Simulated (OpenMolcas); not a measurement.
## neutral magnesium: effect of the active space

| Property | Result |
| --- | --- |
| Program | OpenMolcas 26.06 |
| Method | SS-CASPT2 or its RAS form, IPEA 0.25 Eh, imaginary shift 0.1 Eh |
| Basis | ANO-RCC-VQZP |
| Scalar Hamiltonian | DKH2, point nucleus |
| Spin-orbit coupling | state interaction with AMFI integrals over the reference wave functions, term energies averaged over their components |

A. 2 electrons in 4 orbitals (3s 3p); 2S+1 = 3 even, 3 roots; 2S+1 = 1 even, 1 root; 2S+1 = 3 odd, 3 roots; 2S+1 = 1 odd, 3 roots; closed shells correlated: 2s 2p; CASPT2 step about 2.3 core-seconds
B. 2 electrons in 8 orbitals (3s 3p 4s 4p); 2S+1 = 3 even, 3 roots; 2S+1 = 1 even, 1 root; 2S+1 = 3 odd, 3 roots; 2S+1 = 1 odd, 3 roots; closed shells correlated: 2s 2p; CASPT2 step of the order of 4 core-seconds
C. 2 electrons in 9 orbitals (RAS2 3s 3p; RAS3 3d, at most 2 electrons); 2S+1 = 3 even, 3 roots; 2S+1 = 1 even, 1 root; 2S+1 = 3 odd, 3 roots; 2S+1 = 1 odd, 3 roots; closed shells correlated: 2s 2p; CASPT2 step roughly 6 core-seconds

Energies in cm⁻¹ above 3s² ¹S₀, the measured ground level; measured values from NIST Handbook of Basic Atomic Spectroscopic Data.

```tsv
Level	A	B	C	Measured
3s² ¹S₀	0.0	0.0	0.0	0.0
3s 3p ³P°₀	21897	21795	21565	21850
3s 3p ³P°₁	21913	21810	21580	21870
3s 3p ³P°₂	21944	21841	21612	21911
3s 3p ¹P°₁	37353	36788	35557	35051
```

Deviations, from unrounded energies. A percentage is the sum of absolute deviations over the sum of measured energies, with the sign that they share, or ± where signs differ.

| Against measurement | Levels | A | B | C |
| --- | --- | --- | --- | --- |
| mean absolute deviation (cm-1) | 4 | 610 | 480 | 350 |
| other configurations (%) | 4 | +2.4 | ±1.9 | ±1.4 |

C lies closest to measurement on these levels and A furthest from it. The largest miss of C in the table is 3s 3p ¹P°₁, by +510 cm-1. The ranking rests on the paired levels alone, and a cruder setting can come out closer through cancelling errors.

Among A to C the level of the table that moves most is 3s 3p ¹P°₁, by 1800 cm-1 (lowest in C, highest in A).

Active for correlation alone: 4p 4s; no level in the range computed is led by a configuration that fills them, so any true level of that kind is missing (holds for B). Active for correlation alone: 3d; no level in the range computed is led by a configuration that fills it, so any true level of that kind is missing (holds for C). Measured partners are found by configuration, term and J. A level has none where our copy of the source lacks it or the pairing is in doubt (some pairs that miss far off the trend of their configuration count as doubtful), and it then counts in no deviation. Levels of configurations outside the active space are missing. The table leaves out levels that lie high or whose names do not pair safely across all columns.

° marks odd parity.
